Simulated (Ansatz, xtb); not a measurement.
Relaxing a trial structure of CH9NSi2

The starting geometry of this gas-phase singlet was built from a drawn formula by distance geometry and a force field; its bonds are those of `[CH2-][NH2+][SiH2][SiH3]`.

```xyz
13

C    -2.5726   -0.0106    1.7000
N    -1.5709    0.8855    1.0363
Si   -0.5339   -0.1400    0.0487
Si    1.0655    1.1767   -1.1072
H    -3.5630   -0.1689    1.3020
H    -2.3553   -0.2573    2.7262
H    -2.0516    1.5075    0.3635
H    -1.0405    1.3831    1.6564
H     0.1690   -1.0262    1.0216
H    -1.3991   -0.8630   -0.8957
H     1.9339    0.3583   -1.9421
H     0.3290    2.1048   -1.9736
H     1.7848    1.9714   -0.0805
```

Q: Predict what becomes of its bonds when it is optimised with r2SCAN-D4/def2-SVP.

A: It rearranges to `NC[SiH2][SiH3]`. Contacts that open: N2–Si3 (1.76 → 2.74 Å). Contacts that close: C1–Si3 (2.63 → 1.90 Å).

The energy falls by 3.25 eV over 22 steps:

```csv
step,E − E(last) (eV)
1,3.250
3,2.447
6,1.569
8,0.529
10,0.206
13,0.071
15,0.028
17,0.015
20,0.000
22,0.000
```

Final geometry (Å):

```yaml
atoms:
  - { symbol: C, position_ang: [-1.6358, 0.2522, 1.3771] }
  - { symbol: N, position_ang: [-1.9176, 1.6294, 0.9750] }
  - { symbol: Si, position_ang: [-0.7248, -0.6114, -0.0516] }
  - { symbol: Si, position_ang: [0.8901, 0.9269, -0.7779] }
  - { symbol: H, position_ang: [-2.5111, -0.3418, 1.7223] }
  - { symbol: H, position_ang: [-0.9263, 0.2704, 2.2243] }
  - { symbol: H, position_ang: [-2.6043, 1.6498, 0.2203] }
  - { symbol: H, position_ang: [-2.3263, 2.1613, 1.7440] }
  - { symbol: H, position_ang: [-0.1376, -1.9145, 0.3965] }
  - { symbol: H, position_ang: [-1.6849, -0.9057, -1.1667] }
  - { symbol: H, position_ang: [1.9369, 0.2604, -1.6178] }
  - { symbol: H, position_ang: [0.2689, 2.0094, -1.5985] }
  - { symbol: H, position_ang: [1.5678, 1.5347, 0.4085] }
```

From the same start GFN2-xTB reaches the same bonding as this run.

No frequencies were run, so the end isn't proven a minimum. Run with Ansatz 0.2.0, 58 s on 2 threads of Arm Neoverse V1, on a shared host.
